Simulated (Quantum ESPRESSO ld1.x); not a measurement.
Q: The mean radii <r> (bohr) of the occupied orbitals of an atom or ion are listed with their occupations. All-electron calculation, scalar-relativistic Kohn-Sham, LDA (Slater exchange, Perdew-Zunger correlation), spin-polarised, spherical densities, point nucleus. Program: ld1.x of Quantum ESPRESSO 7.5.

orbital  occ.      <r>
1s up       1  0.03347
1s down     1  0.03347
2s up       1   0.1458
2s down     1   0.1458
2p up       3   0.1270
2p down     3   0.1270
3s up       1   0.4033
3s down     1   0.4032
3p up       3   0.4033
3p down     3   0.4032
3d up       5   0.3839
3d down     5   0.3837
4s up       1   0.9951
4s down     1   0.9930
4p up       3    1.080
4p down     3    1.078
4d up       3    1.309

Name the element and its charge. Open shells, if any, are filled with parallel spins first.

A: Z = 44, ruthenium, charge +5: Ru5+ in [Kr] 4d3. The 1s radius gives Z: for a bare nucleus <r> = (2 gamma + 1)/(2Z) with gamma = sqrt(1 - (Z/c)^2), 0.03289 bohr for Z = 44, and screening makes it slightly larger (0.03347 here). The occupations add up to 39, and the charge is Z minus that.
